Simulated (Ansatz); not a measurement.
Reaction (formal exchange of groups at the Si–O bond): `O[SiH](O)N[SiH3]` + SiH₄ → `O[SiH]([SiH3])N[SiH3]` + H₂O

Computed with Ansatz on PBE0-D4/def2-TZVP structures; ΔE is electronic, products minus reactants. CBS: MP2 limit from def2 TZ/QZ plus the TZ coupled-cluster correction, frozen cores. This one scheme is used for every species. Functionals use def2-TZVPP. Each species was taken in one conformer, which may not be the lowest.

`O[SiH](O)N[SiH3]`:

Z-matrix (Å, degrees):
```
Si
O 1 1.642
N 1 1.707 2 101.8
O 1 1.638 2 114.5 3 121.1
H 1 1.479 2 110.8 3 -123.2
H 2 0.957 1 118.1 3 160.6
Si 3 1.733 1 127.4 2 -15.4
H 3 1.009 1 116.9 2 168.1
H 4 0.959 1 116.9 2 -61.5
H 7 1.486 3 112.7 1 71.3
H 7 1.488 3 106.7 1 -169.8
H 7 1.485 3 111.6 1 -50.7
```

SiH₄:

```xyz
5

Si    0.000    0.000    0.000
H    -1.099    0.040   -0.998
H    -0.575   -0.008    1.369
H     0.864    1.196   -0.167
H     0.810   -1.228   -0.204
```

`O[SiH]([SiH3])N[SiH3]`:

```xyz
14

O     0.281    2.465    0.291
Si    0.839    0.911    0.254
Si   -0.146   -0.343    1.980
N     0.593    0.114   -1.256
Si   -0.562   -1.094   -1.687
H    -0.666    2.597    0.213
H     2.298    1.087    0.462
H     0.134   -1.799    1.854
H    -1.623   -0.146    2.013
H     0.406    0.132    3.279
H     1.203    0.423   -2.002
H    -1.363   -0.680   -2.871
H    -1.466   -1.268   -0.522
H     0.072   -2.401   -2.010
```

H₂O:

Cartesian coordinates in Å:
```
O -0.323 0.056 0.210
H 0.375 0.690 0.033
H -0.053 -0.746 -0.243
```

```csv
species,PBE0 energy (Eh)
`O[SiH](O)N[SiH3]`,-788.19630
SiH₄,-291.75661
`O[SiH]([SiH3])N[SiH3]`,-1003.52664
H₂O,-76.38081
```

Problem. Work out ΔE.

Solution. ΔE = (-1003.52664) + (-76.38081) − (-788.19630) − (-291.75661) = 0.04546 Eh = +119.4 kJ/mol. CCSD(T)/CBS gives +128.7 kJ/mol.

Largest T1 diagnostic among the species: 0.012.

The D4 term adds −8.6 kJ/mol with B3LYP and −5.1 kJ/mol with PBE0; it sums over pairs of atoms, weighted by their polarisabilities, and B3LYP, whose exchange is more repulsive, gets the larger term. From PBE to PBE0 (25 % exact exchange), in def2-TZVPP and without D4, ΔE moves by +7.9 kJ/mol.

B3LYP here is the variant with VWN-RPA as its local correlation; programs differ in this.
